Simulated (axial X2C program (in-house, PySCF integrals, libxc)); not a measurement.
# Spin–orbit effects down a group: molecules with Tc, PBE0

Calculated with an in-house relativistic program for diatomic molecules, spin-free (one-electron X2C) or two-component (2c: spin–orbit coupling with atomic mean-field Coulomb and Gaunt terms, which also bring small scalar terms), in Dyall basis sets with cores contracted in-house; open shells are unrestricted.

Basis sets: C dyall-v3z, Si dyall-v3z, Sn dyall-cv3z, Tc dyall-cv3z.

```csv
molecule,spin-free state,Re (Å),ωe (cm⁻¹),De (eV),2c state,Re 2c (Å),ωe 2c (cm⁻¹),De 2c (eV)
TcC,"M_S = 3/2, Λ = 0",1.636,1059.1,6.14,Ω = 3/2,1.636,1058.7,6.14
TcSi,"M_S = 3/2, Λ = 0",2.183,410.6,3.61,Ω = 3/2,2.183,410.3,3.60
TcSn,"M_S = 3/2, Λ = 0",2.534,219.4,2.74,Ω = 3/2,2.534,218.9,n/a
```

Question: Work out the shifts from the spin-free to the two-component result.

Answer: 

```json
{"molecule": "TcC", "2c state": "Ω = 3/2", "ΔRe (Å)": "0.000", "Δωe (cm⁻¹)": "-0.4", "ΔDe (eV)": "0.00"}
{"molecule": "TcSi", "2c state": "Ω = 3/2", "ΔRe (Å)": "0.000", "Δωe (cm⁻¹)": "-0.3", "ΔDe (eV)": "-0.01"}
{"molecule": "TcSn", "2c state": "Ω = 3/2", "ΔRe (Å)": "0.000", "Δωe (cm⁻¹)": "-0.5", "ΔDe (eV)": "n/a"}
```

Shifts of one unit in the last digit are rounding.

Each entry is the lowest single determinant of a limited PBE0 search at one distance. De goes to single-determinant-based atoms at the same level (for ions the charge split of lowest energy) and is withheld (n/a) where an atom does not fit its ground term or J level. Main or longest-lived isotopes. One determinant is a doubtful description, or other states lie close, for TcC, TcSi, TcSn; these need not be ground states, and all values refer to the states named. With several unpaired electrons the Ω given is that of one determinant, not necessarily of the lowest component. Some light 2c atoms are not at their ground J level, so De misses part of their lowering (0.04 eV or less). The functionals have no current term, which raises determinants with orbital currents.
